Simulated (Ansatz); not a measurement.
Start from `[OH][SnH2][F]` and change one atom or group to get `[F][SnH3]`.

Ansatz, PBE0-D4/def2-TZVP geometries, multiplicity 1. Each molecule was computed in one conformer, which needn't be the lowest.

Elements past krypton have def2 core potentials.

| property | `[OH][SnH2][F]` |
| --- | --- |
| LUMO energy (ωB97M-V/def2-TZVPP) / eV | 1.00 |
| size of the dipole moment (B3LYP/def2-TZVPP) / D | 2.38 |
| LUMO energy (B3LYP/def2-TZVPP) / eV | -1.02 |
| HOMO energy (ωB97M-V/def2-TZVPP) / eV | -11.37 |
| zero-point energy (PBE0-D4/def2-TZVP) / kJ/mol | 75.4 |
| HOMO energy (B3LYP/def2-TZVPP) / eV | -8.72 |

(1) What does the change do to each property? (An estimate is asked.)

Results:

(1) Ansatz gave: 
```json
{"property": "LUMO energy (ωB97M-V/def2-TZVPP) / eV", "`[F][SnH3]`": "0.68", "shift": "-0.32"}
{"property": "size of the dipole moment (B3LYP/def2-TZVPP) / D", "`[F][SnH3]`": "2.72", "shift": "0.34"}
{"property": "LUMO energy (B3LYP/def2-TZVPP) / eV", "`[F][SnH3]`": "-1.11", "shift": "-0.09"}
{"property": "HOMO energy (ωB97M-V/def2-TZVPP) / eV", "`[F][SnH3]`": "-11.62", "shift": "-0.25"}
{"property": "zero-point energy (PBE0-D4/def2-TZVP) / kJ/mol", "`[F][SnH3]`": "57.8", "shift": "-17.6"}
{"property": "HOMO energy (B3LYP/def2-TZVPP) / eV", "`[F][SnH3]`": "-9.17", "shift": "-0.45"}
```

With PBE0 the HOMO falls by 0.40 eV and the LUMO falls by 0.18 eV, so the gap widens by about 0.22 eV. PBE moves the HOMO by -0.58 eV and ωB97M-V by -0.25 eV. The zero-point energy changes by -17.6 kJ/mol with -3 modes. Dipoles are sizes alone; their direction can turn.

B3LYP here is the variant with VWN-RPA as its local correlation; programs differ in this.
